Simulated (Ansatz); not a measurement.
A single point on `[GeH3][CH2]CBr`.

```yaml
crystal:
  periodic: [false, false, false]
  atoms:
    - {symbol: Ge, position_ang: [0.052574, 1.550764, 0.306114]}
    - {symbol: C, position_ang: [-0.566456, -0.318653, 0.240773]}
    - {symbol: C, position_ang: [0.418099, -1.201485, -0.471083]}
    - {symbol: Br, position_ang: [-0.182178, -3.066081, -0.544539]}
    - {symbol: H, position_ang: [0.239525, 2.089298, -1.123005]}
    - {symbol: H, position_ang: [-0.985817, 2.409987, 1.043685]}
    - {symbol: H, position_ang: [1.399364, 1.629177, 1.045983]}
    - {symbol: H, position_ang: [-1.536699, -0.336073, -0.260167]}
    - {symbol: H, position_ang: [-0.722262, -0.659008, 1.266698]}
    - {symbol: H, position_ang: [0.564042, -0.914908, -1.511146]}
    - {symbol: H, position_ang: [1.385109, -1.239919, 0.027485]}
basis:
  gaussian: {orbitals: def2-QZVPP}
correlation: {method: mp2}
```

```sh
$ ansatz run in.yaml --threads 2 --pin off --events-out ev --progress --plain --max-ram 32768MiB --backend cuda --devices 0, --max-vram 18GiB
```

Shortened log:

```
Functional definition: HF
  name "HF"
  cite "Fock, Z. Phys. 61, 126 (1930) doi:10.1007/BF01340294"
  parent pbe
  exchange = exact_x
  correlation = 0
3097 factors; integrals over basis functions are off by at most 8.0e-4 eV
mean field evaluation 1: about -128645.0244 eV, gradient 2.9e1 eV
mean field evaluation 2: about -128645.1308 eV, gradient 2.9e1 eV
mean field evaluation 4: about -128647.5933 eV, gradient 4.2e0 eV
mean field evaluation 8: about -128647.6442 eV, gradient 2.4e-1 eV
mean field -128647.64450587 eV, -4727.7137350855 hartree, gradient 2.5e-6 eV, S^2 0.000000; 0 other end points of the search recorded, 0 dependent functions left out
20 core orbitals not correlated: weight in the atoms' cores, before any rotation towards them, 1.000 or more for the frozen orbitals, at most 0.000 for the correlated occupied ones
reference -128647.64450587 eV, -4727.7137350855 hartree; 23, 23 occupied and 459, 459 virtual orbitals, 3097 factors
second order -40.78794967 eV of doubles, -0.00000000 eV of singles
Total energy: -128688.43245554 eV, -4729.2126645887 hartree
```

Run time 17 s (2 threads of an AMD EPYC 7R13 on a shared host and a share of an NVIDIA H100 80 GB); peak host memory 1.1 GiB.
